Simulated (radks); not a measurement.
Isoelectronic series with 21 electrons, all held in the configuration [Ar] 3d3, which need not be the ground one along the series. All-electron calculation, Dirac Kohn-Sham, PBE, spin-unpolarised, spherical densities, finite nucleus; open shells fill j = l - 1/2 first; Fermi nuclear charge, rms radius of each element as measured or else 0.836 A^(1/3) + 0.57 fm. Program: a radial shooting solver on a logarithmic mesh with Libxc functionals. Total energies (hartree) and orbital eigenvalues (hartree) (* marks an orbital that is empty in some or all of the ions):

ion    E (hartree)     4s1/2*     3d5/2*      3d3/2      3p3/2      3p1/2
Zr19+  -3402.64635  -17.00849  -28.26398  -28.39409  -32.90817  -33.53712
Nb20+  -3597.55331  -18.57228  -30.90451  -31.05354  -35.74486  -36.45647
Mo21+  -3798.23773  -20.20340  -33.65673  -33.82665  -38.69528  -39.49757
Tc22+  -4004.73431  -21.90211  -36.52057  -36.71346  -41.75955  -42.66104
Ru23+  -4217.07227  -23.66868  -39.49597  -39.71406  -44.93775  -45.94754
Rh24+  -4435.28960  -25.50340  -42.58287  -42.82851  -48.23002  -49.35779
Pd25+  -4659.41945  -27.40658  -45.78123  -46.05694  -51.63649  -52.89250
Ag26+  -4889.50062  -29.37854  -49.09102  -49.39944  -55.15730  -56.55246
Cd27+  -5125.56810  -31.41962  -52.51221  -52.85614  -58.79261  -60.33848
In28+  -5367.66683  -33.53019  -56.04478  -56.42719  -62.54258  -64.25140
